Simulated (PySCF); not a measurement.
Si(OAc)2Me2, C₆H₁₂O₄Si.
Geometry (PBE0-D3(BJ)/def2-SVP, Å), atoms numbered from 1 in this order:
```xyz
23
C6H12O4Si angstrom
Si    -0.937    0.045   -0.635
O     -0.931   -0.176    1.054
C     -0.065   -0.985    1.680
C     -0.103   -0.811    3.167
O      0.663   -1.738    1.086
H      0.529   -1.562    3.652
H     -1.138   -0.876    3.532
H      0.264    0.199    3.404
O      0.656    0.193   -1.222
C      1.613    0.892   -0.597
C      2.961    0.681   -1.215
O      1.390    1.585    0.363
H      3.695    1.355   -0.758
H      2.912    0.835   -2.302
H      3.257   -0.365   -1.046
C     -1.867    1.622   -0.899
H     -1.910    1.881   -1.968
H     -1.364    2.437   -0.358
H     -2.897    1.536   -0.522
C     -1.616   -1.454   -1.480
H     -1.616   -1.325   -2.573
H     -2.648   -1.656   -1.154
H     -0.990   -2.324   -1.229
```

Computed with TDDFT PBE0/def2-SVPD, vertical, gas phase, core orbitals frozen in the response in PySCF 2.14.0, density-fitted response routines.

Kohn–Sham orbitals with the atoms that hold most of them (Löwdin shares over 4%, at most four atoms; ? is withheld):

```
orbital  ε (eV)                             atoms
 HOMO-3   -9.25   O2 23%, O9 22%, O5 19%, O12 17%
 HOMO-2   -8.79  C20 17%, C16 17%, Si1 14%, O9 9%
 HOMO-1   -8.02     O12 33%, O5 33%, O2 6%, O9 6%
   HOMO   -7.94                                 ?
   LUMO    0.02                                 ?
 LUMO+1    0.13  C3 18%, C10 18%, O5 14%, O12 14%
 LUMO+2    0.36   Si1 17%, C16 9%, C20 9%, H17 6%
```

(1) Give the leading atoms of the LUMO.

(2) Which atoms hold the HOMO, and with what shares?

(3) The HOMO–LUMO gap is 7.97 eV. Where does the response calculation put the lowest singlet, and from which orbitals?

(4) Give energy, strength and leading configuration of S7 and S8, and follow the Löwdin shares of the leading atoms from the occupied to the empty orbital.

## Answers

(1) C10 (bonded to C and 2 O) 18%; C3 (bonded to C and 2 O) 18%; O12 (bonded to C) 14%; O5 (bonded to C) 14%. By element: carbon 36% or more, oxygen 28% or more.

(2) O5 (bonded to C) 32%; O12 (bonded to C) 32%; O2 (bonded to C and Si) 8%; O9 (bonded to C and Si) 7%.

(3) S1 is at 5.76 eV (f = 0.0008), 2.20 eV below the gap, made of HOMO→LUMO (53%), HOMO-1→LUMO+1 (42%). S1/S2 lie within about 0.01 eV of each other. 

(4) 
- S7 (7.71 eV, f 0.074), HOMO-2→LUMO (86%): C20 17% → at most 14%, C16 17% → at most 14%, C10 at most 10% → 18%, C3 at most 10% → 18%
- S8 (7.77 eV, f 0.0097), HOMO-2→LUMO+1 (81%): C20 17% → at most 15%, C16 17% → at most 15%, C3 at most 10% → 18%, C10 at most 10% → 18%

Orbitals of the list HOMO-3 to LUMO+2 that lie within 0.01 eV of each other are written together with a slash and their weights summed (≥ marks a lower bound); for degenerate orbitals outside that list single weights are arbitrary.

Löwdin shares depend on the basis, the more so with diffuse functions.

One conformer stands for the species.
